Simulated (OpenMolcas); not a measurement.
# C2H7BO: a line through the functionals

The species is C2H7BO (11 atoms), meant as a singlet with charge 0. As SMILES, `CCBO`. The coordinates come from a PBE0-D4/def2-TZVP relaxation. This is one conformer, not always the lowest.

The vertical energy of the triplet above the singlet y, in eV, basis def2-SVP; a is the functional's share of exact exchange. Programs: OpenMolcas 26.06.

| functional | program | a | y (eV) |
| --- | --- | --- | --- |
| TPSS | OpenMolcas | 0 | 5.91 |
| r2SCAN | OpenMolcas | 0 | 5.88 |
| B3LYP | OpenMolcas | 0.2 | 6.17 |
| PBE0 | OpenMolcas | 0.25 | ? |
| BHLYP | OpenMolcas | 0.5 | 6.57 |

Q: Fit y = c + s·a to the known rows and predict PBE0.

A: 
1. Means of the 4 rows: a = 0.1750, y = 6.133.
2. Σ(Δa)² = 0.1675, Σ(Δa·Δy) = 0.22625, so the slope is 0.22625/0.1675 = 1.3507.
3. Intercept: 6.133 − (1.3507) × 0.1750 = 5.897. The largest residual of the fit is 0.017.
4. PBE0: 5.897 + (1.3507) × 0.25 = 6.23 eV.

The run gave 6.13 eV, so the prediction is off by +0.10 eV, more than the largest residual. The rows mix families of semi-local functionals, which the line can't see.
